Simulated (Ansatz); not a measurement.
Ansatz (a program for electronic structure) input:

Ansatz 0.2 input:
```yaml
crystal:
  periodic: [false, false, false]
  atoms:
    - {symbol: Te, position_ang: [-0.01364257, 0.01570217, -1.36551830]}
    - {symbol: Te, position_ang: [-0.02506281, 0.00587325, 1.36543410]}
    - {symbol: H, position_ang: [1.58370894, 0.46887769, -1.51907689]}
    - {symbol: H, position_ang: [0.42897095, -1.59079914, 1.52345558]}
basis:
  gaussian:
    orbitals: def2-TZVP
hamiltonian:
  xc: b3lyp
  dispersion: d3bj
phonons: {temperatures: {t_min: 298.15, t_max: 298.15, t_step: 100}}
```

Q: Which total energy does the run end on?

A: -537.45507 Eh (B3LYP-D3(BJ)/def2-TZVP). The basis has 112 functions. The run takes about 30 core-seconds (a rough figure).
